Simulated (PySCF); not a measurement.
tetrasiletane (H8Si4), SMILES [SiH2]1[SiH2][SiH2][SiH2]1. The structure is a stationary point at PBE-D3(BJ)/def2-SVP.

Computed equilibrium geometry at PBE-D3(BJ)/def2-SVP (PySCF confirms it by a frequency run) as bond lengths and angles, and its point group:
point group D2d.
Atoms: Si1 Si2 Si3 Si4 H5 H6 H7 H8 H9 H10 H11 H12. Bond lengths (Å): Si1–Si2 2.370, Si1–Si4 2.370, Si1–H5 1.506, Si1–H6 1.508, Si2–Si3 2.370, Si2–H7 1.508, Si2–H8 1.506, Si3–Si4 2.370, Si3–H9 1.506, Si3–H10 1.508, Si4–H11 1.508, Si4–H12 1.506. Angles (°): Si2–Si1–Si4 86.7, Si2–Si1–H5 120.2, Si2–Si1–H6 109.1, Si4–Si1–H5 120.2, Si4–Si1–H6 109.1, H5–Si1–H6 109.5, Si1–Si2–Si3 86.7, Si1–Si2–H7 109.1, Si1–Si2–H8 120.2, Si3–Si2–H7 109.1, Si3–Si2–H8 120.2, H7–Si2–H8 109.5, Si2–Si3–Si4 86.7, Si2–Si3–H9 120.2, Si2–Si3–H10 109.1, Si4–Si3–H9 120.2, Si4–Si3–H10 109.1, H9–Si3–H10 109.5, Si1–Si4–Si3 86.7, Si1–Si4–H11 109.1, Si1–Si4–H12 120.2, Si3–Si4–H11 109.1, Si3–Si4–H12 120.2, H11–Si4–H12 109.5.
